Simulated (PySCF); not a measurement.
Electron correlation in Ni²⁺ (nickel, charge +2)

[Ar] 3d7 4s1, high-spin 5F determinant (an excited configuration). All numbers are calculated (PySCF 2.14, scalar relativity by spin-free X2C-1e, in x2c-TZVPPall with one added diffuse shell each of s, p, d, f type (7s6p5d3f1g, 80 functions)). Frozen: [Ar]; 8 electrons correlated.

| level | correlation energy (mhartree) |
| --- | --- |
| CCSD | -191.81 |
| (T) | -3.08 |
| CCSD(T) | -194.89 |

Diagnostics: T1 = 0.0065, D1 = 0.0153, largest double amplitude 0.014.

Q: Is a single reference adequate?

A: Yes: T1 lies below 0.03 and no double amplitude reaches 0.07.
